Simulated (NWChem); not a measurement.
System: GeNH₂Cl₃; SMILES [NH2][Ge]([Cl])([Cl])[Cl]

```xyz
7

N     -0.2979     2.0412     0.0000
Ge    -0.0291     0.2361     0.0000
Cl    -0.9547    -0.5721     1.7711
Cl    -0.9547    -0.5721    -1.7711
Cl     2.0494    -0.4139     0.0000
H      0.0822     2.4888     0.8318
H      0.0822     2.4888    -0.8318
```
Atoms are numbered in this order, from 1.

Level: B3LYP/6-31G* (spherical d) (NWChem), optimised geometry, unscaled harmonic frequencies. B3LYP is NWChem's, with the RPA form of VWN correlation.

```tsv
frequency (cm⁻¹)	IR intensity (km/mol)
103	16.8
127	2.5
160	0.5
171	12.0
198	6.7
220	28.1
384	17.6
420	81.8
436	93.6
602	223.9
723	35.5
948	28.1
1607	29.5
3497	30.6
3601	26.8
```

```
Property                                                                            Value
-----------------------------------------------------------------------  ----------------
zero-point energy                                                           18.9 kcal/mol
thermal correction to the enthalpy at 298.15 K (with zero-point energy)     24.3 kcal/mol
heat capacity Cv                                                         23.9 cal/(mol K)
entropy at 298.15 K and 1 atm (symmetry number 1)                        89.8 cal/(mol K)
dipole moment                                                                      2.80 D
```

Rigid rotor and harmonic oscillator.
